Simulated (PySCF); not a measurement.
# Worked example: entropy of an ideal gas

CHO2, SMILES O=C[O-], charge -1.

The structure is a stationary point at PBE-D3(BJ)/def2-TZVPD.

PySCF with PBE-D3(BJ)/def2-TZVPD gives the harmonic wavenumbers 714, 986, 1291, 1308, 1608, 2468 cm⁻¹ and the rotational temperatures 5.1113, 0.5788, 0.5199 K. The molar mass is 45.02 g/mol, the symmetry number 2, the spin multiplicity 1.

Task: Work out the entropy at 298.15 K and 1 atm in the rigid-rotor, harmonic-oscillator model.

Result: 
Translation (Sackur–Tetrode at 1 atm): S = R[1.5 ln M + 2.5 ln T − 1.16487] = 156.2 J/(mol K).
Rotation: q = (√π/σ) T^1.5/√(θA θB θC) = 3680, S = R[ln q + 3/2] = 80.7 J/(mol K).
Vibration: with u = 1.4388 ν/T, each mode gives R[u/(e^u − 1) − ln(1 − e^−u)]:
| ν (cm⁻¹) | modes | u | S (J/(mol K)) |
|---|---|---|---|
| 714 | 1 | 3.45 | 1.21 |
| 986 | 1 | 4.76 | 0.41 |
| 1291 | 1 | 6.23 | 0.12 |
| 1308 | 1 | 6.31 | 0.11 |
| 1608 | 1 | 7.76 | 0.03 |
The stiffer modes add less than 0.005 each. Sum 1.9 J/(mol K).
Spin: R ln 1 = 0.0 J/(mol K).
Total 238.9 J/(mol K); the program's own thermochemistry gives 238.9. Translation makes up 65 % and vibration 1 %. Anharmonicity, hindered rotation and orbital degeneracy are left out.
